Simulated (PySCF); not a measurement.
Compound: CH₄FNSi.
Geometry (PBE0-D3(BJ)/def2-SVP, Å), atoms numbered from 1 in this order:
```xyz
8
CH4FNSi angstrom
N     -1.8707    0.6161   -0.1846
C     -0.8495   -0.1177    0.0108
Si     0.9464    0.4796   -0.0162
F      1.9232   -0.7689    0.3448
H     -1.6076    1.5963   -0.3583
H     -1.0420   -1.1903    0.2080
H      1.2949    0.9850   -1.3739
H      1.1377    1.5531    0.9992
```

Computed, not measured: PySCF 2.14.0, density-fitted response routines, TDDFT CAM-B3LYP/def2-SVPD, vertical, gas phase, core orbitals frozen in the response.

Frontier orbitals with the atoms that hold most of them (Löwdin shares over 4%, at most four atoms; ? is withheld):

| orbital | ε (eV) | atoms |
| --- | --- | --- |
| HOMO-3 | -12.78 | N1 21%, Si3 21%, F4 18%, C2 17% |
| HOMO-2 | -12.05 | Si3 21%, N1 20%, C2 20%, F4 13% |
| HOMO-1 | -10.92 | N1 30%, C2 21%, Si3 18%, H7 12% |
| HOMO | ? | ? |
| LUMO | -0.29 | ? |
| LUMO+1 | 0.48 | Si3 37%, H8 13%, H7 12%, F4 11% |
| LUMO+2 | 1.25 | Si3 50%, C2 14%, H8 8%, H7 8% |

Question: Which atoms hold the HOMO, and with what shares?

Answer: N1 (bonded to C and H) 50%; C2 (bonded to N, Si and H) 21%; Si3 (bonded to C, F and 2 H) 10%; H5 (bonded to N) 8%.

Question: Give the leading atoms of the LUMO.

Answer: C2 (bonded to N, Si and H) 36%; N1 (bonded to C and H) 34%; Si3 (bonded to C, F and 2 H) 15%; H6 (bonded to C) 5%.

Question: What is the HOMO energy, and the HOMO–LUMO gap?

Answer: ε(HOMO) = -9.06 eV; the gap is 8.77 eV (0.3225 hartree).

Question: The HOMO–LUMO gap is 8.77 eV. Where does the response calculation put the lowest singlet, and from which orbitals?

Answer: S1 is at 4.28 eV (f = 0.0000), 4.49 eV below the gap, made of HOMO→LUMO (98%). 

Question: One configuration dominates each of S1, S2, S4 and S5. Which, and how do the shares of the two leading atoms of either orbital change from the occupied to the empty one?

Answer: 
- S1 (4.28 eV, f 0.0000), HOMO→LUMO (98%): N1 50% → 34%, C2 21% → 36%
- S2 (6.14 eV, f 0.0058), HOMO→LUMO+1 (92%): N1 50% → at most 11%, C2 21% → at most 11%, Si3 10% → 37%, H8 at most 8% → 13%
- S4 (7.66 eV, f 0.110), HOMO-1→LUMO (70%): N1 30% → 34%, C2 21% → 36%
- S5 (7.72 eV, f 0.036), HOMO-1→LUMO+1 (76%): N1 30% → at most 11%, C2 21% → at most 11%, Si3 18% → 37%, H8 at most 12% → 13%

Löwdin shares depend on the basis, the more so with diffuse functions.

One conformer stands for the species.
